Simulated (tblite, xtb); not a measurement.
C$_{2}$H$_{2}$F, doublet, geometry from GFN2-xTB. Base run: GFN1-xTB (xtb).

Geometry (Å):
```xyz
5

C      0.0383     0.3775    -0.0020
C      1.2394    -0.0869    -0.0373
F     -1.0733    -0.3817     0.0333
H     -0.2478     1.4373     0.0043
H      2.2417     0.2544    -0.0684
```
Charge 0, spin multiplicity 2.
All else is at xtb's defaults.
Base energy -10.30337 Eh.

Programs used: tblite, xtb; a row that names a program was run with it.

The base run was repeated with changes; each row names its change, and settings that it needs were set with it.

```csv
change,ΔE vs base (kcal/mol),dipole (D),G_solv (kcal/mol),SCF cycles
base,0.000,2.23,-,9
acc = 0.0001,0.000,2.23,-,12
etemp = 10000,-16.98,2.09,-,9
acc = 30,0.000,2.23,-,7
acc = 0.1,0.000,2.23,-,11
program = tblite; method = gfn1; option = --spin-polarized,-7.21,-,-,-
program = tblite; method = gfn1,0.000,-,-,-
alpb = cs2,-2.26,2.35,-2.35,9
etemp = 1000,0.000,2.23,-,9
acc = 1000,0.000,2.23,-,6
alpb = ch2cl2,-2.67,2.40,-2.85,9
```

ALPB and GBSA are two models with their own fitted parameters for each solvent, which aren't always the measured dielectric constant.
